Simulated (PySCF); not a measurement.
Job file and geometry (Å, from GFN2-xTB) of an NMR shielding run on SMILES FC1=C(C)[Si@H](SC)[SiH2]1, C$_{4}$H$_{9}$FSSi$_{2}$, GIAO PBE0/pcSseg-1 NMR shielding, non-relativistic, gas phase in PySCF; density fitting, a coarse starting grid and PySCF grid level 2 are the driver's defaults:

```
$ OMP_NUM_THREADS=1 python probes_run.py task.json out

{"job": {"kind": "nmr", "xc": "PBE0", "basis": "pcSseg-1"}, "charge": 0, "multiplicity": 1}
C      2.452204    -0.594597    -0.100182
S      1.661536    -0.974517    -1.694276
Si    -0.187868     0.116702    -1.467386
Si    -0.206904     2.214398    -0.416175
C     -1.046049     0.985550     0.772500
F     -1.572146     1.239256     1.996311
C     -1.053537    -0.228357     0.200836
C     -1.608153    -1.487819     0.764183
H      2.638789     0.472525    -0.029829
H      3.390255    -1.138667    -0.074658
H      1.811112    -0.920394     0.712525
H     -0.916796    -0.353577    -2.640946
H      0.980711     2.851380     0.165191
H     -1.098366     3.273974    -0.888294
H     -2.457266    -1.818432     0.165434
H     -0.857912    -2.278297     0.731699
H     -1.936607    -1.347097     1.793157
```

Q: What does the program print?

A: 
```
coarse grid: 15888 points
cycle   1  E = -1234.0111604468  dE =  7.940e-01  |g| = 5.107e-01  |ddm| = 3.876e+00
cycle   2  E = -1233.9747836150  dE =  3.638e-02  |g| = 6.768e-01  |ddm| = 1.101e+00
cycle   3  E = -1234.0662441853  dE = -9.146e-02  |g| = 8.276e-02  |ddm| = 6.722e-01
cycle   4  E = -1234.0675016194  dE = -1.257e-03  |g| = 3.956e-02  |ddm| = 1.149e-01
cycle   5  E = -1234.0678691258  dE = -3.675e-04  |g| = 1.182e-02  |ddm| = 4.990e-02
cycle   6  E = -1234.0678977508  dE = -2.862e-05  |g| = 4.767e-03  |ddm| = 1.729e-02
cycle   7  E = -1234.0679026008  dE = -4.850e-06  |g| = 9.448e-04  |ddm| = 5.423e-03
final grid: 140384 points
cycle   8  E = -1234.1220800745  dE = -2.743e-05  |g| = 9.912e-03  |ddm| = 3.102e-02
cycle   9  E = -1234.1220548048  dE =  2.527e-05  |g| = 1.433e-02  |ddm| = 2.323e-02
cycle  10  E = -1234.1221033531  dE = -4.855e-05  |g| = 1.527e-03  |ddm| = 1.479e-02
cycle  11  E = -1234.1221037974  dE = -4.443e-07  |g| = 3.633e-04  |ddm| = 1.566e-03
cycle  12  E = -1234.1221038254  dE = -2.801e-08  |g| = 1.341e-04  |ddm| = 5.582e-04
cycle  13  E = -1234.1221038301  dE = -4.643e-09  |g| = 3.702e-05  |ddm| = 1.809e-04
cycle  14  E = -1234.1221038304  dE = -3.147e-10  |g| = 1.169e-05  |ddm| = 4.607e-05
converged SCF energy = -1234.1221038304

GIAO shielding tensors (ppm)
atom      isotropic    diamagn.    paramagn.     s11        s22        s33       span
  0 C      173.572     252.646     -79.074    163.712    167.145    189.857     26.145
  1 S      694.002    1058.309    -364.307    599.416    611.814    870.777    271.361
  2 Si     371.791     881.100    -509.309    276.459    382.588    456.326    179.867
  3 Si     408.109     880.941    -472.831    352.769    393.175    478.385    125.615
  4 C        7.167     256.207    -249.040    -84.780     44.205     62.076    146.857
  5 F      228.266     476.052    -247.786     61.988    243.917    378.894    316.906
  6 C       32.277     268.456    -236.180    -71.385     46.093    122.122    193.507
  7 C      171.667     245.045     -73.377    151.509    177.494    185.998     34.489
  8 H       29.769      31.692      -1.923     24.650     27.752     36.905     12.255
  9 H       29.709      29.308       0.401     23.733     26.751     38.643     14.911
 10 H       29.746      33.291      -3.545     23.988     29.136     36.113     12.125
 11 H       26.343      29.135      -2.792     22.464     24.306     32.258      9.794
 12 H       26.694      29.593      -2.899     23.655     25.116     31.312      7.658
 13 H       26.984      28.887      -1.903     23.881     24.603     32.468      8.587
 14 H       30.049      27.955       2.094     25.642     27.670     36.835     11.193
 15 H       30.004      29.811       0.193     24.905     29.881     35.225     10.319
 16 H       29.110      29.151      -0.041     24.303     28.691     34.336     10.033
```

Q: Turn these shieldings into chemical shifts. Shifts are taken against calculated references (same method and geometry level): TMS for ¹³C (186.93 ppm) and ²⁹Si (349.16 ppm) and ¹H (31.72 ppm); CS2 for ³³S (503.73 ppm); CFCl3 for ¹⁹F (170.95 ppm).

A: Averaging equivalent atoms: C 4: 179.8; C 6: 154.6; C 7: 15.3; C 0: 13.4; S 1: -190; Si 2: -22.6; Si 3: -59.0; F 5: -57.3; H 11: 5.37; H 12: 5.02; H 13: 4.73; H 14/15/16: 2.00; H 8/9/10: 1.98 ppm. Unscaled 19F shifts against computed CFCl3 carry errors that often reach 10 to 50 ppm.

Size and cost of the density-fitted run: 202 basis functions, 47 s wall time on 1 thread of an Arm Neoverse V2, shared host; peak memory 0.88 GiB.
